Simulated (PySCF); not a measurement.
Dipole moment (D) of eight silicon and germanium compounds: PBE beside r2SCAN, computed with PySCF for isolated molecules in the bases named; differences from unrounded values. The eight are the first of their class met in an unordered collection, after screening for sound electronic states; none was chosen by its value, except that the dipole had to exceed 0.05 D. Each molecule has one DFT geometry for both levels.

```tsv
molecule	basis	r2SCAN
C4H10OSi, SMILES C[Si@H]1[C@@H](C)OC1	def2-TZVP	1.71
CH9FN2Si2, SMILES N([Si@@H](F)N[SiH3])C	def2-TZVP	2.32
H4O2SeSi, SMILES O[SiH]([SeH])O	def2-TZVP	2.11
C4H10OSi, SMILES OC[C@H]1CC[SiH2]1	def2-TZVP	1.71
C₄H₅NSi, SMILES C#C[C@@H]([SiH3])C#N	def2-TZVP	3.89
CH4N2OSi, SMILES N[SiH2]OC#N	def2-TZVP	6.11
CH8FNSi2, SMILES CN([SiH3])[SiH2]F	def2-TZVP	1.76
C2H8BClSi, SMILES B([SiH2]Cl)(C)C	def2-TZVP	2.48
```

Estimate the PBE values and say how PBE differs from r2SCAN over the set. (The exact figures need the calculation; the answer reports its results.)


| molecule | PBE | difference |
|---|---|---|
| C4H10OSi, SMILES C[Si@H]1[C@@H](C)OC1 | 1.62 | -0.09 |
| CH9FN2Si2, SMILES N([Si@@H](F)N[SiH3])C | 2.28 | -0.03 |
| H4O2SeSi, SMILES O[SiH]([SeH])O | 2.06 | -0.05 |
| C4H10OSi, SMILES OC[C@H]1CC[SiH2]1 | 1.66 | -0.05 |
| C₄H₅NSi, SMILES C#C[C@@H]([SiH3])C#N | 3.78 | -0.11 |
| CH4N2OSi, SMILES N[SiH2]OC#N | 6.05 | -0.06 |
| CH8FNSi2, SMILES CN([SiH3])[SiH2]F | 1.73 | -0.02 |
| C2H8BClSi, SMILES B([SiH2]Cl)(C)C | 2.44 | -0.04 |
PBE lies below r2SCAN in 8 and above it in 0 of the eight; the mean signed difference is -0.06 and the largest -0.11 D.
